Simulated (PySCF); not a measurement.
Compound: C3H8OSi.
Atom-mapped SMILES: `[CH3:1][SiH2:2][C:3]([CH3:4])=[O:5]` (hydrogens: H6, H7, H8 on C1; H9, H10 on Si2; H11, H12, H13 on C4)

A GFN2-xTB structure was refined with PBE0-D3(BJ)/def2-SVP geometry optimisation, gas phase in PySCF. Its GFN2-xTB values:

| coordinate | GFN2-xTB |
| --- | --- |
| C1–Si2 | 1.891 Å |
| C1–H6 | 1.087 Å |
| Si2–C3 | 1.931 Å |
| Si2–H9 | 1.468 Å |
| Si2–H10 | 1.468 Å |
| C3–C4 | 1.506 Å |
| C3=O5 | 1.210 Å |
| C4–H11 | 1.088 Å |
| C1–Si2–C3 | 108.3° |
| Si2–C3–C4 | 117.2° |
| Si2–C3–O5 | 120.9° |
| C4–C3–O5 | 121.9° |
| C1–Si2–C3–C4 | 160° |

How do these coordinates change at the PBE0-D3(BJ)/def2-SVP level?

| coordinate | PBE0-D3(BJ)/def2-SVP (Å or °) | change |
| --- | --- | --- |
| Si2–H10 | 1.499 | +0.031 |
| Si2–H9 | 1.498 | +0.030 |
| C1–Si2 | 1.869 | -0.022 |
| C1–H6 | 1.100 | +0.013 |
| Si2–C3 | 1.944 | +0.013 |
| C4–H11 | 1.099 | +0.011 |
| C3=O5 | 1.212 | +0.002 |
| C3–C4 | 1.506 | 0.000 |
| Si2–C3–C4 | 120.4 | +3.2 |
| Si2–C3–O5 | 117.8 | -3.1 |
| C1–Si2–C3 | 107.3 | -1.0 |
| C4–C3–O5 | 121.9 | 0.0 |
| C1–Si2–C3–C4 | 165 | +5 |

The energy falls by 0.059 eV over 6 energy and gradient evaluations, the largest force component goes from 0.0175 to 3.3e-04 Eh/bohr, and the atoms move by 0.081 Å rms after alignment. Among the bonds, Si2–H9 and Si2–H10 change most and about equally (+0.030 to +0.031 Å). Bonds longer at the end by more than 0.005 Å: 9 of 12; shorter: 1. Rotational constants go from 6825, 2527, 1962 to 6910, 2531, 1960 MHz.

The run used 114 basis functions and 40 SCF cycles in all. The run took 24 s on one thread, Arm Neoverse V2, on a shared host.

Stationary, but not proved a minimum. The numbers are those of one conformer.

The values belong to the conformer `[CH3:1][SiH2:2][C:3]([CH3:4])=[O:5]`: C1–Si2–C3–C4 165°.
